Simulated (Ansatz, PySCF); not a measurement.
C3H10S3Si (SMILES CS[SiH](SC)SC), singlet, geometry from GFN2-xTB, atoms displaced at random by about 0.08 Å a coordinate. Base run: R2SCAN/STO-3G, gradient (PySCF).

Here is a job for PySCF.
```python
from pyscf import gto, scf, dft

mol = gto.M(
    atom='''
Si    0.308518    0.064522   -0.548675
S    -1.556382    1.241005   -0.357857
C    -0.939855    2.811125   -0.192252
S    -0.321198   -2.110105   -0.225677
C    -1.792081   -2.140596   -0.954534
S     1.673473    0.817618    0.774583
C     2.769678   -0.614244    1.168061
H     0.735382    0.128516   -1.801744
H    -0.460750    3.189709   -0.984873
H    -1.883608    3.689083    0.036442
H    -0.011394    2.896643    0.737700
H    -1.619077   -2.018726   -1.958594
H    -2.294709   -3.122987   -0.653035
H    -2.577980   -1.398013   -0.624990
H     3.380586   -0.375492    1.643529
H     3.253274   -0.901195    0.101135
H     2.197668   -1.611881    1.087570
''',
    basis='sto-3g',
    charge=0,
    spin=0,
    verbose=4,
)

mf = dft.RKS(mol)
mf.xc = 'r2scan'
mf.kernel()
g = mf.nuc_grad_method()
grad = g.kernel()
```

Programs used: Ansatz (an electronic-structure program), PySCF; a row that names a program was run with it.

The coordinate followed is x of atom 6.

Each row names what was changed in the base input (with any setting that the change needs).

```csv
change,dE/dx (Eh/bohr),net force (Eh/bohr)
base,-0.028934,0.001664
grids.level = 1; grid_response = on,-0.028861,0.000000
finite difference step (bohr) = 0.01; conv_tol = 1e-11,-0.028835,-
code = ansatz,-0.028826,0.000000
finite difference step (bohr) = 0.05; conv_tol = 1e-11,-0.028843,-
density fitting = on,-0.028932,0.001664
grids.level = 5; grid_response = on,-0.028828,0.000000
grids.level = 1; grid_response = off,-0.029511,0.007890
grids.level = 0; grid_response = off,-0.029605,0.054743
density fitting = on; auxbasis_response = off,-0.028952,0.001904
finite difference step (bohr) = 0.2; conv_tol = 1e-11,-0.028906,-
finite difference step (bohr) = 1e-5; conv_tol = 1e-11,-0.028835,-
```

The net force is zero for an exact gradient.
